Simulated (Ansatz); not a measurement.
Cl2H2NSV (`[NH2][V](=[S])([Cl])[Cl]`). Total charge 0; spin multiplicity 1.

Z-matrix (Å, degrees):
```
V
S 1 1.982
Cl 1 2.147 2 111.0
N 1 1.790 2 105.4 3 118.5
Cl 1 2.147 2 111.0 3 -123.0
H 4 1.014 1 119.0 2 -180.0
H 4 1.008 1 128.4 2 0.0
```

Problem. What are the harmonic wavenumbers in cm⁻¹ at PBE0-D4/def2-TZVP (Ansatz, finite differences of forces, unscaled)? (Best estimate.)

Solution. Computed: 132, 152, 168, 186, 225, 379, 423, 479, 520, 583, 692, 782, 1516, 3540, 3677.

Problem. Is this a minimum?

Solution. Yes, all 15 modes are real.

Problem. Give the ideal-gas thermochemistry at 298.15 K and 1 bar (rigid rotor, harmonic oscillator; point group Cs, symmetry number 1).

Solution. Zero-point energy 80.5 kJ/mol; H(298) − E = 102.1 kJ/mol; entropy 362.7 J/(mol·K), of which translation 172.9, rotation 120.8, vibration 69.0; G(298) − E = -6.0 kJ/mol.

Problem. And at 400, 500, 600, 800 and 1000 K?

Solution. 
```tsv
T (K)	H − E (kJ/mol)	S (J/mol/K)	G − E (kJ/mol)
400	113.5	395.6	-44.7
500	125.6	422.4	-85.6
600	138.1	445.2	-129.0
800	164.3	482.8	-222.0
1000	191.5	513.1	-321.7
```

Problem. Rotational constants (cm⁻¹)?

Solution. 0.0599, 0.05435, 0.04101.
